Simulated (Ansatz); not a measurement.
Complex (SMILES): [SiH4] (SiH4) with CC#N, atoms 1 to 5 the first; geometry from B3LYP-D3(BJ)/def2-TZVP, monomers rigid:
```xyz
11

Si    -0.2782    -0.3110     0.5434
H      0.3703     0.3249    -0.6277
H      0.4858    -0.0047     1.7685
H     -1.6621     0.2034     0.6592
H     -0.3267    -1.7748     0.3228
C     -3.3733    -2.6798     1.4880
C     -2.5202    -2.2119     2.5677
N     -1.8380    -1.8349     3.4125
H     -4.2233    -3.2313     1.8900
H     -3.7418    -1.8307     0.9118
H     -2.8079    -3.3342     0.8241
```

Basis-set convergence of the uncorrected interaction energy at HF with Ansatz (an electronic-structure program). Cartesian d functions, on some or all atoms, in 6-31+G*, 6-311+G**; all else is spherical. No added dispersion term, no relativity. Functions are those of the species that has most. Reference: the counterpoise-corrected one, the value in aug-pcseg-3, 0.60 kcal/mol. Deviations are taken from unrounded values.

```csv
basis,functions,uncorrected interaction energy (kcal/mol),minus reference (kcal/mol)
def2-SV(P),74,0.16,-0.44
6-31+G*,94,0.60,-0.01
def2-SVP,95,0.23,-0.37
6-311+G**,139,0.58,-0.02
aug-pcseg-1,159,0.04,-0.56
def2-TZVP,172,0.60,-0.01
"6-311++G(2d,2p)",186,0.58,-0.03
def2-TZVPP,233,0.59,-0.01
"6-311++G(3df,3pd)",290,0.51,-0.09
aug-pcseg-2,349,0.49,-0.11
def2-QZVPP,451,0.60,0.00
aug-pcseg-3,687,0.56,-0.04
```

The smallest set listed that lies within 0.2 kcal/mol of the reference with all its larger relatives (same family, alike in diffuse functions; a set with none counts only in the reference's own line) is 6-31+G* (94 functions, -0.01 kcal/mol off).
